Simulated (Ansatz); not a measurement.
Reactions of `FC(F)(F)C1=CC(C(F)(F)F)=[O+][Sn-]([Cl])[O]1`.

Computed with Ansatz on PBE0-D4/def2-TZVP structures; ΔE is electronic, products minus reactants. CBS: MP2 limit from def2 TZ/QZ plus the TZ coupled-cluster correction, frozen cores. This one scheme is used for every species, atoms too. DFT in def2-TZVPP. No spin–orbit coupling; open shells (•) take unrestricted orbitals. Spin–orbit coupling would lower the free atoms: a little for C, Cl, F, O; strongly for Sn. def2 core potentials past Kr. Bonds to Sn are less sure, by a few kJ/mol each and by 10 to 20 or more in all where they break to atoms, as the def2 sets lack core-valence functions. One conformer a species, not always the lowest.

```json
{"reaction": "`FC(F)(F)C1=CC(C(F)(F)F)=[O+][Sn-]([Cl])[O]1` + `OB(Cl)Cl` → `FC(F)(F)C1=CC(C(F)(F)F)=[O+][B-](Cl)(Cl)O1` + `[OH][Sn][Cl]`", "HF/CBS(def2) (kJ/mol)": "115", "B97M-V (kJ/mol)": "97"}
{"reaction": "`FC(F)(F)C1=CC(C(F)(F)F)=[O+][Sn-]([Cl])[O]1` → 5 C• + Cl• + 6 F• + H• + 2 O• + Sn•", "HF/CBS(def2) (kJ/mol)": "4699", "B97M-V (kJ/mol)": "7153"}
{"reaction": "`FC(F)(F)C1=CC(C(F)(F)F)=[O+][Sn-]([Cl])[O]1` + H₂O → `[OH][Sn-]1[O]C(C(F)(F)F)=CC(C(F)(F)F)=[O+]1` + HCl", "HF/CBS(def2) (kJ/mol)": "79", "B97M-V (kJ/mol)": "74"}
{"reaction": "`FC(F)(F)C1=CC(C(F)(F)F)=[O+][Sn-]([Cl])[O]1` + CH₄ → `[CH3][Sn-]1[O]C(C(F)(F)F)=CC(C(F)(F)F)=[O+]1` + HCl", "HF/CBS(def2) (kJ/mol)": "184", "B97M-V (kJ/mol)": "182"}
{"reaction": "`FC(F)(F)C1=CC(C(F)(F)F)=[O+][Sn-]([Cl])[O]1` + `[F][Al]([F])[O][SiH3]` → `[SiH3][O][Sn][Cl]` + `FC(F)(F)C1=CC(C(F)(F)F)=[O+][Al-]([F])([F])[O]1`", "HF/CBS(def2) (kJ/mol)": "-49", "B97M-V (kJ/mol)": "-48"}
{"reaction": "`FC(F)(F)C1=CC(C(F)(F)F)=[O+][Sn-]([Cl])[O]1` + `[OH][Al]([F])[F]` → `FC(F)(F)C1=CC(C(F)(F)F)=[O+][Al-]([F])([F])[O]1` + `[OH][Sn][Cl]`", "HF/CBS(def2) (kJ/mol)": "-51", "B97M-V (kJ/mol)": "-42"}
```

Task: Give the CCSD(T)/CBS values in the same order. (An estimate is asked.)

Result: Computed: 96, 7092, 74, 168, -37, -31 kJ/mol.

Largest T1 diagnostic: 0.017, for `[OH][Sn][Cl]`.
